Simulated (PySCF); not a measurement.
SMILES CCc1cccc(C(F)(F)F)c1, GFN2-xTB optimised geometry.

```
21

C     -2.12    -2.40    -1.51
C     -1.96    -1.94    -0.06
C     -1.21    -0.65     0.00
C     -1.88     0.57     0.00
C     -1.18     1.77     0.01
C      0.21     1.77     0.01
C      0.88     0.55     0.00
C      2.38     0.50     0.02
F      2.96     1.68    -0.24
F      2.87    -0.37    -0.88
F      2.86     0.11     1.21
C      0.18    -0.65     0.00
H     -2.67    -3.33    -1.55
H     -1.14    -2.54    -1.97
H     -2.66    -1.65    -2.09
H     -1.43    -2.71     0.51
H     -2.95    -1.81     0.39
H     -2.96     0.59     0.00
H     -1.71     2.71     0.01
H      0.76     2.69     0.01
H      0.72    -1.58     0.00
```

Density from PySCF 2.14.0 with CAM-B3LYP/def2-SVP at that geometry.

Minimum of the electron density along straight lines between bonded atoms, close to the bond critical point (lines longer than 1.1 times the sum of covalent radii, or with two minima, are not listed):

```json
[
 {"bond": "C1–C2", "length / Å": "1.530", "ρ at the minimum / e bohr⁻³": "0.242", "∇²ρ there / e bohr⁻⁵": "-0.55", "position (fraction from the first atom)": "0.50"},
 {"bond": "C2–C3", "length / Å": "1.500", "ρ at the minimum / e bohr⁻³": "0.259", "∇²ρ there / e bohr⁻⁵": "-0.63", "position (fraction from the first atom)": "0.49"},
 {"bond": "C3–C4", "length / Å": "1.390", "ρ at the minimum / e bohr⁻³": "0.312", "∇²ρ there / e bohr⁻⁵": "-0.81", "position (fraction from the first atom)": "0.50"},
 {"bond": "C4–C5", "length / Å": "1.383", "ρ at the minimum / e bohr⁻³": "0.315", "∇²ρ there / e bohr⁻⁵": "-0.82", "position (fraction from the first atom)": "0.50"},
 {"bond": "C5–C6", "length / Å": "1.384", "ρ at the minimum / e bohr⁻³": "0.315", "∇²ρ there / e bohr⁻⁵": "-0.82", "position (fraction from the first atom)": "0.50"},
 {"bond": "C6–C7", "length / Å": "1.387", "ρ at the minimum / e bohr⁻³": "0.311", "∇²ρ there / e bohr⁻⁵": "-0.79", "position (fraction from the first atom)": "0.49"},
 {"bond": "C7–C8", "length / Å": "1.501", "ρ at the minimum / e bohr⁻³": "0.273", "∇²ρ there / e bohr⁻⁵": "-0.72", "position (fraction from the first atom)": "0.46"},
 {"bond": "C8–F9", "length / Å": "1.340", "ρ at the minimum / e bohr⁻³": "0.275", "∇²ρ there / e bohr⁻⁵": "-0.21", "position (fraction from the first atom)": "0.34"},
 {"bond": "C8–F10", "length / Å": "1.346", "ρ at the minimum / e bohr⁻³": "0.273", "∇²ρ there / e bohr⁻⁵": "…", "position (fraction from the first atom)": "0.34"},
 {"bond": "C8–F11", "length / Å": "1.349", "ρ at the minimum / e bohr⁻³": "0.272", "∇²ρ there / e bohr⁻⁵": "…", "position (fraction from the first atom)": "0.34"},
 {"bond": "C3–C12", "length / Å": "1.388", "ρ at the minimum / e bohr⁻³": "0.313", "∇²ρ there / e bohr⁻⁵": "-0.81", "position (fraction from the first atom)": "0.50"},
 {"bond": "C7–C12", "length / Å": "1.388", "ρ at the minimum / e bohr⁻³": "0.311", "∇²ρ there / e bohr⁻⁵": "-0.79", "position (fraction from the first atom)": "0.51"},
 {"bond": "C1–H13", "length / Å": "1.087", "ρ at the minimum / e bohr⁻³": "0.277", "∇²ρ there / e bohr⁻⁵": "-1.03", "position (fraction from the first atom)": "0.63"},
 {"bond": "C1–H14", "length / Å": "1.087", "ρ at the minimum / e bohr⁻³": "0.278", "∇²ρ there / e bohr⁻⁵": "-1.03", "position (fraction from the first atom)": "0.63"},
 {"bond": "C1–H15", "length / Å": "1.088", "ρ at the minimum / e bohr⁻³": "0.278", "∇²ρ there / e bohr⁻⁵": "-1.03", "position (fraction from the first atom)": "0.63"},
 {"bond": "C2–H16", "length / Å": "1.091", "ρ at the minimum / e bohr⁻³": "0.278", "∇²ρ there / e bohr⁻⁵": "-1.02", "position (fraction from the first atom)": "0.63"},
 {"bond": "C2–H17", "length / Å": "1.091", "ρ at the minimum / e bohr⁻³": "0.278", "∇²ρ there / e bohr⁻⁵": "-1.02", "position (fraction from the first atom)": "0.63"},
 {"bond": "C4–H18", "length / Å": "1.080", "ρ at the minimum / e bohr⁻³": "0.284", "∇²ρ there / e bohr⁻⁵": "-1.09", "position (fraction from the first atom)": "0.63"},
 {"bond": "C5–H19", "length / Å": "1.079", "ρ at the minimum / e bohr⁻³": "0.285", "∇²ρ there / e bohr⁻⁵": "-1.10", "position (fraction from the first atom)": "0.64"},
 {"bond": "C6–H20", "length / Å": "1.079", "ρ at the minimum / e bohr⁻³": "0.286", "∇²ρ there / e bohr⁻⁵": "-1.12", "position (fraction from the first atom)": "0.64"},
 {"bond": "C12–H21", "length / Å": "1.080", "ρ at the minimum / e bohr⁻³": "0.285", "∇²ρ there / e bohr⁻⁵": "-1.10", "position (fraction from the first atom)": "0.64"}
]
```

Question: Complete the blanks.

Answer: 
- C8–F10, ∇²ρ there / e bohr⁻⁵: -0.27
- C8–F11, ∇²ρ there / e bohr⁻⁵: -0.29
